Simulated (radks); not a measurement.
All-electron atom: Tm3+ in [Kr] 4d10 4f12.25 5s2 5p5.75 (fractional occupations, a model configuration). Calculated with a radial shooting solver on a logarithmic mesh with Libxc functionals: scalar-relativistic Kohn-Sham, HCTH/407, spin-polarised, spherical densities, finite nucleus; open shells are filled with parallel spins first (spin-orbit coupling, left out, can overturn this in heavy ions); Fermi nuclear charge, rms radius 5.2256 fm. Some entries of the table are withheld. Estimate them.

orbital  occ.  eigenvalue (eV)  r(max) (bohr)
1s up       1        -59292.11        0.01262
1s down     1        -59292.08        0.01262
2s up       1        -10040.57        0.07191
2s down     1        -10040.52        0.07191
2p up       3        -8874.516        0.05854
2p down     3        -8874.470        0.05854
3s up       1        -2283.974         0.2033
3s down     1        -2283.046         0.2032
3p up       3        -1930.558         0.2001
3p down     3        -1929.626         0.2001
3d up       5        -1493.731         0.1631
3d down     5        -1493.014         0.1630
4s up       1        -477.4033         0.4641
4s down     1        -475.5581         0.4641
4p up       3        -361.0498         0.4853
4p down     3        -359.2324         0.4853
4d up       5        -206.3304         0.5003
4d down     5        -204.5229         0.5003
5s up       1         -84.5456          1.081
5s down     1         -83.4298          1.084
5p up       3         -56.8184          1.229
5p down  2.75         -55.9527          1.235
4f up       7         -36.6145         0.4920
4f down  5.25         -34.9132         0.4927
5d up       0         -25.2823          1.667
5d down     0         -24.9041          1.685
6s up       0         -24.0698          2.711
6s down     0         -23.9698          2.723
6p up       0         -17.9252            (1)
6p down     0         -17.8618            (2)

Answer. 
(1) 6p up r(max) (bohr): 3.158
(2) 6p down r(max) (bohr): 3.169
